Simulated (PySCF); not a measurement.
C4H7FSi, SMILES F[C@]1([SiH3])C=CC1. Atoms are numbered in the order given.

```xyz
13

F      0.8673    -1.3656    -0.5689
C      0.0810    -0.3185    -0.1138
Si     1.2533     1.0543     0.5113
C     -1.0478    -0.6941     0.8083
C     -1.9855    -0.1729     0.0004
C     -1.0228     0.1484    -1.1142
H      0.4425     2.2483     0.8982
H      2.2071     1.4255    -0.5757
H      2.0178     0.5601     1.6946
H     -1.0592    -1.1514     1.8006
H     -3.0567     0.0135     0.1165
H     -1.0716    -0.5329    -1.9773
H     -0.9811     1.1897    -1.4790
```
Charge 0, spin multiplicity 1.

Geometry: PBE0-D3(BJ)/def2-SVP. The structure was generated by enumeration; whether it is a known compound was not checked.

Calculation: B3LYP/pcSseg-1 (PySCF).

GIAO shieldings, no solvent; atoms listed in one row are averaged. δ = σ(ref) − σ: ¹⁹F against CFCl3 (σ = 161.7 ppm); ¹³C against TMS (σ = 181.3 ppm); ²⁹Si against TMS (σ = 338.7 ppm); ¹H against TMS (σ = 31.68 ppm), references at their B3LYP-D3(BJ)/def2-TZVP geometries, non-relativistic.

Task: Estimate the chemical shifts. (The exact figures need the calculation; the answer reports its results.)

Result: 
```csv
nucleus,atoms,count,δ (ppm)
¹⁹F,F1,1,-191.0
¹³C,C4,1,152.8
¹³C,C5,1,148.5
¹³C,C2,1,94.1
¹³C,C6,1,48.6
²⁹Si,Si3,1,-60.2
¹H,H10,1,6.74
¹H,H11,1,6.62
¹H,"H7, H8, H9",3,4.23
¹H,H12,1,3.27
¹H,H13,1,3.07
```
